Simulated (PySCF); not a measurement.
Compound: C4H3BF2O.
Bonds: O1–C2 (double), C2–C3, C3–C4 (triple), C4–C5, C5–B6, B6–F7, B6–F8. Hydrogens: H9 on C2; H10, H11 on C5.

Method used: PBE0-D3(BJ)/def2-SVP geometry optimisation, gas phase in PySCF 2.14.0.

Problem. What internal coordinates does the optimisation give?

Solution. 
```csv
bond,length (Å)
O1=C2,1.205
C2–C3,1.446
C3≡C4,1.216
C4–C5,1.450
C5–B6,1.579
"B6–F7, B6–F8",1.315
C2–H9,1.118
"C5–H10, C5–H11",1.102
```

Bonds in one row agree within 0.01 Å and their mean is given. A selection of angles:
```csv
angle,degrees
O1–C2–C3,124.4
O1–C2–H9,121.5
C3–C2–H9,114.1
C2–C3–C4,178.0
C3–C4–C5,178.0
C4–C5–B6,108.2
C4–C5–H10,110.1
B6–C5–H10,109.6
H10–C5–H11,108.9
C5–B6–F7,121.0
F7–B6–F8,117.7
```

Dihedral angles: C4–C5–B6–F7 90°. The mirror-image conformer, all signs reversed, is as good.

The 3 C–C bonds span 1.216 Å (C3≡C4, drawn triple) to 1.450 Å (C4–C5, drawn single), a spread of 0.234 Å. B6 (three-coordinate boron) is planar (angles 121.3°, 121.0° and 117.7°, sum 360.0°, 0.00 Å off the plane of its three neighbours).

Point group: C1 (no symmetry element, even within 0.4 Å). Stationary, but not proved a minimum. One conformer, not necessarily the lowest.
